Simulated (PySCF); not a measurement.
CH₆ClGeN, SMILES [Cl][Ge@H]([CH3])[NH2]. Atoms are numbered in the order given.

```xyz
10

C     -1.4852    -1.2838    -0.0245
Ge     0.0204    -0.1406    -0.4249
N      1.5662    -1.0779    -0.2315
Cl    -0.0876     1.5230     0.9877
H     -1.5156    -2.1318    -0.7249
H     -1.3948    -1.6700     1.0018
H     -2.4235    -0.7158    -0.1001
H      0.0180     0.4960    -1.8174
H      1.6804    -1.5516     0.6614
H      2.4209    -0.5708    -0.4473
```

Geometry: ωB97X-D3(BJ)/def2-SVP. The structure was generated by enumeration; whether it is a known compound was not checked. The values are those of a single conformer.

All values below come from PBE/pcSseg-1 (PySCF).

GIAO shieldings, no solvent; atoms listed in one row are averaged. δ = σ(ref) − σ: ¹³C against TMS (σ = 182.0 ppm); ⁷³Ge against GeH4 (σ = 1614.4 ppm); ¹⁵N against NH3 (σ = 267.0 ppm); ³⁵Cl against HCl (σ = 936.5 ppm); ¹H against TMS (σ = 31.49 ppm), references at their B3LYP-D3(BJ)/def2-TZVP geometries, non-relativistic (without spin–orbit terms, shifts of atoms bonded to Cl or Br come out too high).

Computed chemical shifts:
```
nucleus       atoms  count  δ (ppm)
-------  ----------  -----  -------
¹³C              C1      1      6.8
⁷³Ge            Ge2      1    420.0
¹⁵N              N3      1     47.6
³⁵Cl            Cl4      1     76.2
¹H               H8      1     6.00
¹H              H10      1     1.20
¹H               H9      1     1.00
¹H       H5, H6, H7      3     0.97
```
